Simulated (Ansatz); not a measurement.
The cluster Cd₃S₄ was relaxed with PBE-D4 (def2-SVP, def2-SVPD) in Ansatz in these states: charge -1 doublet, neutral singlet. The geometries follow in no particular order.

In the def2 sets Cd takes a core potential; there is no spin–orbit coupling.

A:

```xyz
7

Cd   -1.6412   -0.7289   -0.7122
Cd    1.5693   -0.0554    1.1254
Cd    0.1723    1.8934   -0.9959
S    -2.0920    1.4436   -1.5710
S     2.3862    1.7925   -0.1308
S    -0.5177   -2.6260    0.2231
S     0.1232   -1.7192    2.0615
```

B:

Cartesian coordinates in Å:
```
Cd -0.802 -1.340 -0.937
Cd 1.411 0.574 0.997
Cd -1.736 2.181 -0.171
S -2.770 -0.082 -0.836
S 0.645 2.751 0.626
S 1.432 -2.278 -0.877
S 1.819 -1.806 1.198
```

Q: Judge from the bond lengths which geometry belongs to which state (an estimate).

A: A is the neutral singlet (Cd1–Cd3 3.201 Å, Cd2–Cd3 3.202 Å, Cd3–S4 2.379 Å); B is the charge -1 doublet (Cd1–Cd3 3.722 Å, Cd2–Cd3 3.722 Å, Cd3–S4 2.575 Å).

These are the stationary points nearest to one start from a short search; other shapes may lie lower in each state.
